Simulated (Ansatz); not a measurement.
Z-matrix (Å, degrees):
```
Si
Ge 1 2.377
Cl 1 2.062 2 109.1
H 1 1.484 2 111.5 3 -118.9
H 1 1.484 2 111.5 3 118.9
H 2 1.538 1 109.9 3 179.8
H 2 1.536 1 110.0 3 59.9
H 2 1.536 1 110.0 3 -60.3
```

The species carries charge 0 and has multiplicity 1.

(1) List the PBE/def2-TZVPP orbital energies in eV (Ansatz). (An estimate is asked.)

Answers

(1) Ansatz gave: Occupied: -10804.53, -2739.00, -1780.68, -1337.92, -1191.34, -1191.33, -1191.33, -249.57, -190.27, -190.10, -190.10, -162.49, -138.34, -113.93, -113.91, -113.91, -95.13, -95.04, -95.03, -29.75, -29.75, -29.73, -29.69, -29.69, -20.57, -14.42, -12.78, -9.71, -9.46, -8.69, -8.46, -8.43, -7.63, -6.99. Lowest empty: -1.30, -0.51, -0.48, 0.07, 0.64, 0.81, 1.15, 2.99.
